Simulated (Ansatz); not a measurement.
Basis sets compared for Pb2O5H6, a hydroxylated oxide cluster. Charge 0, multiplicity 1. Geometry r2SCAN-D4/def2-SVP. Ansatz on 4 threads of Arm Neoverse V2 on a shared host; times are rough, and most runs start from earlier orbitals.

```xyz
13

Pb    0.812    1.186   -0.997
Pb   -1.333   -1.127    0.183
O    -1.288    0.099    2.543
O    -1.561    1.111    0.102
O    -0.413   -0.534   -1.872
O     0.714   -0.324    0.802
O     2.208   -0.531   -1.331
H    -1.517    0.844    1.942
H    -0.318    0.061    2.426
H    -2.267    1.448   -0.469
H     0.379   -1.071   -2.086
H     1.467   -0.799    0.370
H     3.118   -0.364   -1.612
```

In the def2 sets Pb takes a core potential; there is no spin–orbit coupling.

Binding counts from free atoms (Pb triplet, O triplet, H doublet) in the same basis, without a counterpoise term.

```tsv
level	functions	energy (Eh)	HOMO (eV)	LUMO (eV)	binding per atom (eV)	wall time
PBE-D4/def2-SVP	152	-765.0158	-5.51	-1.59	3.63	2.2 s
PBE-D4/def2-TZVP	291	-765.5079	-5.86	-1.83	3.63	4.5 s
PBE0-D4/def2-SVP	152	-764.9345	-6.84	-0.91	3.44	3.3 s
PBE0-D4/def2-TZVP (with forces)	291	-765.4179	-7.10	-1.16	3.44	13 s
BHLYP-D4/def2-TZVP (with forces)	291	-765.3841	-8.25	-0.55	3.28	14 s
```

Estimate the rows for PBE-D4/def2-TZVPD, PBE0-D4/def2-TZVPD, BHLYP-D4/def2-TZVPD.


```tsv
level	functions	energy (Eh)	HOMO (eV)	LUMO (eV)	binding per atom (eV)	wall time
PBE-D4/def2-TZVPD	366	-765.5155	-5.96	-1.91	3.63	8 s
PBE0-D4/def2-TZVPD	366	-765.4245	-7.17	-1.23	3.45	14 s
BHLYP-D4/def2-TZVPD	366	-765.3902	-8.31	-0.63	3.28	17 s
```
